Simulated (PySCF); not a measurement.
PySCF 2.14 output of an unrestricted MN15 calculation on a single atom or ion in aug-cc-pVQZ-PP with ECP60MDF (7s7p5d3f2g, 92 functions), with scalar relativity through the core potential:

```
SCF conv_tol = 1e-09
number electrons alpha = 10  beta = 9
    H. S. Yu, X. He, S. L. Li, and D. G. Truhlar.,  Chem. Sci. 7, 5032-5051 (2016)
    H. S. Yu, X. He, S. L. Li, and D. G. Truhlar.,  Chem. Sci. 7, 5032-5051 (2016)
cycle= 1 E= -170.541701823516  delta_E= -0.0129  |g|= 0.0805  |ddm|= 0.758
cycle= 2 E= -170.543693855727  delta_E= -0.00199  |g|= 0.0405  |ddm|= 0.28
cycle= 3 E= -170.544120692252  delta_E= -0.000427  |g|= 0.00217  |ddm|= 0.0743
cycle= 4 E= -170.544123403114  delta_E= -2.71e-06  |g|= 0.000257  |ddm|= 0.0061
cycle= 5 E= -170.544123514919  delta_E= -1.12e-07  |g|= 4.98e-05  |ddm|= 0.00161
cycle= 6 E= -170.544123523986  delta_E= -9.07e-09  |g|= 9.05e-06  |ddm|= 0.000368
cycle= 7 E= -170.544123524182  delta_E= -1.96e-10  |g|= 1.97e-06  |ddm|= 7.3e-05
converged SCF energy = -170.544123524182  <S^2> = 0.75028925  2S+1 = 2.0002892
```

The run itself started from symmetry-adapted Hartree-Fock orbitals and held the occupation by maximum overlap, on a logarithmic radial grid, so the iterations belong to that start.

Task: Which element, charge and spin multiplicity is this?

Result: Tl²⁺ (thallium, charge +2), multiplicity 2; the state was [Xe] 4f14 5d10 6d1, 2D determinant (an excited configuration).

Energies and moments cover only the electrons outside the core potential. Spin-orbit coupling, absent here, splits the open shell strongly. The outer electron is Rydberg-like, and this basis confines it to a smaller radius and binds it less than a complete one would.
